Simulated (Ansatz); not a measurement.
Reaction (substitution at a C–Si bond): `CC#C[SiH2]Cl` + `C=N` → `C=NC#CC` + `[SiH3]Cl`

Calculated with Ansatz (gas phase, PBE0-D4/def2-TZVP geometries, no zero-point term in ΔE). CBS: MP2 limit from def2 TZ/QZ plus the TZ coupled-cluster correction, frozen cores. This one scheme is used for every species. DFT in def2-TZVPP.

CCSD(T)/CBS gives +0.98 eV.

(1) Another level gave +0.87 eV. Which?
A. B2PLYP/def2-TZVPP
B. HF/def2-TZVPP
C. PBE/def2-TZVPP
D. r2SCAN-D4/def2-TZVPP

Largest T1 diagnostic among the species: 0.013.

## Answers

(1) A. B2PLYP 0.87, r2SCAN-D4 0.79, HF/def2-TZVPP 0.96, PBE 0.68 eV.

From PBE to PBE0 (25 % exact exchange), in def2-TZVPP and without D4, ΔE moves by +0.08 eV.
